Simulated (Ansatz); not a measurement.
Cost and result for the atomization energy of `CC(C)=[O+][AlH3-]` (14 atoms, 13 bonds).

```xyz
14

C    -0.7625    1.5933    1.0749
C    -0.2049    0.4436    0.3183
C     0.8198   -0.4231    0.9500
O    -0.6002    0.2254   -0.8256
Al   -0.0374   -1.2030   -2.0365
H     0.0530    2.2678    1.3540
H    -1.1986    1.2328    2.0115
H    -1.5082    2.1247    0.4881
H     1.0755   -0.1093    1.9598
H     1.7076   -0.4313    0.3078
H     0.4489   -1.4542    0.9453
H    -0.4166   -2.4722   -1.1219
H     1.5385   -0.8791   -2.0921
H    -0.9148   -0.9154   -3.3337
```

The species carries charge 0 and has multiplicity 1. Geometry: relaxed with PBE0-D4/def2-TZVP. Program: Ansatz. All runs use 4 threads of a server CPU on a shared host. Times are those of one run each, without the atoms' runs, and a repeat can differ threefold. Electronic energies, without spin–orbit coupling; frozen cores. CCSD(T)/CBS adds CCSD(T) − MP2 in def2-TZVPP to the MP2 limit, and its time is that of the two runs behind it. T1 = 0.014. HSE06 is the plane-wave form, built on full-range PBE exchange.

CCSD(T)/CBS is a level of theory with its own doubt, some kJ/mol a heavy atom from the limit and from the frozen cores, so smaller differences don't rank the functionals.

```tsv
level	functions	wall time	atomization (kJ/mol)	difference from CCSD(T)/CBS	per bond
PBE-D4/def2-TZVPP (with forces)	292	3.7 s	5163.5	68.6	5.3
HSE06-D4/def2-TZVPP	292	4.5 s	5093.5	-1.4	-0.1
CAM-B3LYP-D4/def2-TZVPP	292	5.5 s	5125.1	30.2	2.3
BHLYP-D4/def2-TZVPP	292	6 s	4976.5	-118.4	-9.1
r2SCAN-D4/def2-TZVPP (with forces)	292	7 s	5113.3	18.4	1.4
B2PLYP/def2-TZVPP	292	7.5 s	5042.5	-52.4	-4.0
r2SCANh-D4/def2-TZVPP	292	7.5 s	5086.0	-8.9	-0.7
PBE-QIDH/def2-TZVPP	292	8.5 s	5056.0	-38.9	-3.0
CCSD(T)/def2-SVP	119	9 s	4887.5	-207.4	-15.9
ωB97X-V/def2-TZVPP	292	13 s	5107.7	12.8	1.0
MP2/def2-QZVPP	568	37 s	5089.2	-5.7	-0.4
CCSD(T)/def2-TZVPP	292	5.2 min	4980.5	-114.4	-8.8
CCSD(T)/CBS(def2)	–	5.8 min	5094.9	0.0	0.0
```

At CCSD(T), def2-SVP lies −207.3 kJ/mol from the extrapolated value and def2-TZVPP −114.3 kJ/mol: correlation converges slowly with the basis, and small sets miss more of it in the bonded molecule than in its fragments. Leaving LDA and LC-ωPBE aside and taking each functional with its dispersion term where it has one, the values spread over 187.0 kJ/mol, from BHLYP-D4 to PBE-D4. LDA lies +634.0 kJ/mol from PBE without D4, its usual overbinding. From PBE to PBE0 (25 % exact exchange), in def2-TZVPP and without D4, the atomization energy moves by −68.4 kJ/mol: exact exchange takes away binding that semilocal exchange gives to molecules.
